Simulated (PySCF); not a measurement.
Isomers of C7H16FNSi, mass 161.104 u with the commonest isotopes. Computed with PBE0-D3(BJ)/def2-SVP geometry optimisation, gas phase in PySCF. One conformer each, none proved a minimum here; rigid rotors.

Task: Order these by rotational constant A, smallest first.
A. `[CH3:1][CH2:2][CH2:3][Si@@H:4]([NH:5][CH3:6])[C@@H:7]1[CH2:8][C@@H:9]1[F:10]` with C1–C2–C3–Si4 -177°, C2–C3–Si4–N5 -166°, C3–Si4–N5–C6 -52°, C3–Si4–C7–C8 149°
B. `[CH3:1][CH2:2][C:3]1([CH2:4][CH3:5])[CH2:6][C@@H:7]([F:8])[SiH2:9][NH:10]1` with C1–C2–C3–C4 -57°, C2–C3–C4–C5 -53°, C2–C3–C6–C7 -157°, C3–C6–C7–F8 -81°, C6–C7–Si9–N10 -19°, C7–Si9–N10–C3 -3°
C. `[CH3:1][CH2:2][Si@@H:3]([F:4])[N:5]([CH3:6])[CH2:7][CH:8]1[CH2:9][CH2:10]1` with C1–C2–Si3–F4 58°, C2–Si3–N5–C6 151°, Si3–N5–C7–C8 122°, N5–C7–C8–C9 91°

Result: A (979.9 MHz), B (1594 MHz), C (1899 MHz).

Task: Order these by out-of-plane moment Σ m c² = (Ia + Ib − Ic)/2, largest first.
A. `[CH3:1][CH:2]([CH3:3])[Si@@:4]1([CH3:5])[NH:6][CH2:7][CH2:8][C@@H:9]1[F:10]` with C1–C2–Si4–C5 -74°, C2–Si4–N6–C7 116°, Si4–N6–C7–C8 -23°, N6–C7–C8–C9 41°, C7–C8–C9–F10 75°
B. `[CH3:1][CH2:2][CH2:3][Si@@H:4]([NH:5][CH3:6])[C@@H:7]1[CH2:8][C@@H:9]1[F:10]` with C1–C2–C3–Si4 -177°, C2–C3–Si4–N5 -166°, C3–Si4–N5–C6 -52°, C3–Si4–C7–C8 149°
C. `[CH3:1][CH2:2][Si@@H:3]([F:4])[N:5]([CH3:6])[CH2:7][CH:8]1[CH2:9][CH2:10]1` with C1–C2–Si3–F4 58°, C2–Si3–N5–C6 151°, Si3–N5–C7–C8 122°, N5–C7–C8–C9 91°
D. `[CH3:1][CH2:2][C:3]1([CH2:4][CH3:5])[CH2:6][C@@H:7]([F:8])[SiH2:9][NH:10]1` with C1–C2–C3–C4 -57°, C2–C3–C4–C5 -53°, C2–C3–C6–C7 -157°, C3–C6–C7–F8 -81°, C6–C7–Si9–N10 -19°, C7–Si9–N10–C3 -3°

Result: A (124.62 u·Å²), D (78.05 u·Å²), C (61.11 u·Å²), B (39.17 u·Å²).

Task: Order these by dipole moment, smallest first.
A. `[CH3:1][CH2:2][C:3]1([CH2:4][CH3:5])[CH2:6][C@@H:7]([F:8])[SiH2:9][NH:10]1` with C1–C2–C3–C4 -57°, C2–C3–C4–C5 -53°, C2–C3–C6–C7 -157°, C3–C6–C7–F8 -81°, C6–C7–Si9–N10 -19°, C7–Si9–N10–C3 -3°
B. `[CH3:1][CH2:2][Si@@H:3]([F:4])[N:5]([CH3:6])[CH2:7][CH:8]1[CH2:9][CH2:10]1` with C1–C2–Si3–F4 58°, C2–Si3–N5–C6 151°, Si3–N5–C7–C8 122°, N5–C7–C8–C9 91°
C. `[CH3:1][CH:2]([CH3:3])[Si@@:4]1([CH3:5])[NH:6][CH2:7][CH2:8][C@@H:9]1[F:10]` with C1–C2–Si4–C5 -74°, C2–Si4–N6–C7 116°, Si4–N6–C7–C8 -23°, N6–C7–C8–C9 41°, C7–C8–C9–F10 75°

Result: C (1.50 D), A (1.70 D), B (2.11 D).

| SMILES | point group | Ia (u·Å²) | Ib (u·Å²) | Ic (u·Å²) | κ | μa (D) | μb (D) | μc (D) |
| --- | --- | --- | --- | --- | --- | --- | --- | --- |
| CCC1(CC)C[C@@H](F)[SiH2]N1 | C1 | 316.98 | 564.40 | 725.29 | -0.56 | 1.36 | 0.84 | 0.57 |
| CC[Si@@H](F)N(C)CC1CC1 | C1 | 266.16 | 891.42 | 1035.36 | -0.89 | 1.60 | 1.00 | 0.95 |
| CCC[Si@@H](NC)[C@@H]1C[C@@H]1F | C1 | 515.73 | 541.28 | 978.68 | 0.80 | 0.65 | 1.31 | 1.39 |
| CC(C)[Si@@]1(C)NCC[C@@H]1F | C1 | 315.54 | 610.72 | 677.01 | -0.81 | 0.92 | 1.17 | 0.15 |
